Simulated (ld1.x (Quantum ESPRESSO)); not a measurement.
## Configuration tests for Li (Z = 3) (TM)

lithium, norm-conserving Troullier–Martins (Kleinman–Bylander form), made with ld1.x (Quantum ESPRESSO) 7.5 (PBE, non-relativistic). Core none, reference 1s2 2s1 2p0. Waves: 1s (bound): rc 0.40 bohr; 2p (bound, empty): rc 4.20 bohr; 3d channel at 0.2 Ry: rc 3.75 bohr. Local part: the d channel. Core correction: none.

Occupied shells without a wave of their own: 2s. They enter only through the test configuration that unscreens the potential.

Energies are relative to the spin-unpolarised reference configuration 1s2 2s1 2p0; without spin polarisation the order of configurations can differ from experiment.

Question: Give the all-electron excitation energy and the error of the potential for: 1s2 2s0 2p0; 1s2 2s0.5 2p0; 1s2 2s0 2p1; 1s1 2s1 2p0.

Answer:

| valence configuration | charge | ΔE all-electron (eV) | error AE − PS (meV) |
| --- | --- | --- | --- |
| 1s2 2s0 2p0 | +1 | 5.296 | +329 |
| 1s2 2s0.5 2p0 | +0.5 | 2.049 | +123 |
| 1s2 2s0 2p1 | 0 | 1.787 | +197 |
| 1s1 2s1 2p0 | +1 | 68.402 | -575 |

Levels in the configuration 1s2 2s0 2p0:

```csv
level,all-electron (eV),pseudo (eV)
1s,-60.409,-59.876
```

The 2s level has no wave, so the channel is fitted at the deeper level alone: the likely source of the large errors.
